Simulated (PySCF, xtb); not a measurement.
NbO2Br, SMILES [O]=[Nb](=[O])[Br], multiplicity 1.

Harmonic wavenumbers (cm⁻¹) from xtb 6.7.1 with GFN2-xTB at its own minimum, in rising order: 164, 175, 241, 266, 759, 781.

What does PBE-D3(BJ)/def2-SVP run with PySCF give at its own minimum? (Estimate from the structure and the level; the computed values follow.)

130, 148, 266, 359, 950, 984. Paired by order, the mean absolute difference is 95 cm⁻¹ and the zero-point energies are 3.4 and 4.1 kcal/mol.
